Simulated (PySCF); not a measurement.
## From a log to its input

A PySCF 2.14 run on the atoms Ca 0 0 0; Ca 0 0 3.28 (angstrom) printed this (some set-up lines and the per-cycle HOMO/LUMO lines with their warnings removed):

```
PySCF version 2.14.0


nuclear repulsion = 64.5338062097561
point group symmetry = Dooh
symmetry origin: [0.         0.         3.09915084]
symmetry axis x: [1. 0. 0.]
symmetry axis y: [0. 1. 0.]
symmetry axis z: [0. 0. 1.]
num. orbitals of irrep A1g = 9
num. orbitals of irrep E1gx = 4
num. orbitals of irrep E1gy = 4
num. orbitals of irrep A1u = 9
num. orbitals of irrep E1uy = 4
num. orbitals of irrep E1ux = 4
number of shells = 18
number of NR pGTOs = 78
number of NR cGTOs = 34
basis = 3-21g
ecp = {}

******** <class 'pyscf.dft.rks_symm.SymAdaptedROKS'> ********
method = SymAdaptedROKS
initial guess = minao
damping factor = 0
level_shift factor = 0
DIIS = <class 'pyscf.scf.diis.CDIIS'>
SCF conv_tol = 1e-09
SCF max_cycles = 50
num. doubly occ = 19  num. singly occ = 1
XC functionals = revtpss

grids dens level: 3
Freeze 0 electrons in irreps []
    39 free electrons in irreps A1g E1gx E1gy A1u E1uy E1ux
tot grids = 40848
init E= -1347.15812623601
cycle= 1 E= -1347.75302656233  delta_E= -0.595  |g|= 0.0486  |ddm|= 1.16
cycle= 2 E= -1347.75789168308  delta_E= -0.00487  |g|= 0.0183  |ddm|= 0.78
cycle= 3 E= -1347.75842649193  delta_E= -0.000535  |g|= 0.00248  |ddm|= 0.13
cycle= 4 E= -1347.75843957062  delta_E= -1.31e-05  |g|= 0.000394  |ddm|= 0.0192
cycle= 5 E= -1347.75843993766  delta_E= -3.67e-07  |g|= 1.64e-05  |ddm|= 0.00371
cycle= 6 E= -1347.75843993847  delta_E= -8.08e-10  |g|= 1.49e-06  |ddm|= 0.000233
Extra cycle  E= -1347.75843993848  delta_E= -7.28e-12  |g|= 3.37e-07  |ddm|= 2.53e-05
converged SCF energy = -1347.75843993848

******** <class 'pyscf.grad.roks.Gradients'> for <class 'pyscf.dft.rks_symm.SymAdaptedROKS'> ********
unit = Eh/Bohr
grid_response = True

WARN: Unable to to identify input symmetry using original axes.
Different symmetry axes will be used.

--------------- SymAdaptedROKS gradients ---------------
         x                y                z
0 Ca     0.0000000000     0.0000000000     0.0336296604
1 Ca     0.0000000000     0.0000000000    -0.0336296604
----------------------------------------------

WARN: System has nonzero charge 1; the dipole moment is origin-dependent.
Location of origin: [0. 0. 0.]

Dipole moment(X, Y, Z, Debye):  0.00000,  0.00000,  7.87726
orbital energies (hartree): [-1.2299 -1.2285 -0.3357 -0.2556 -0.2144 -0.2144 -0.2026]
```

Q: Write the input that gave this log.

A: The input was:

```python
from pyscf import gto, dft

mol = gto.M(
    atom='Ca 0 0 0; Ca 0 0 3.28',
    basis='3-21g',
    charge=1,
    spin=1,
    symmetry=True,
    verbose=4,
)
mf = dft.ROKS(mol, xc='revtpss')
mf.kernel()
g = mf.nuc_grad_method()
g.grid_response = True
g.kernel()
mf.dip_moment()
print('orbital energies (hartree):', mf.mo_energy[..., max(0, mol.nelec[1]-3):mol.nelec[0]+3].round(4))
```

The basis is very small, so the numbers show the basis as much as the system. The bond length is a typed value, not an optimised one. The dipole of an ion depends on the origin. No search for the lowest solution was made.
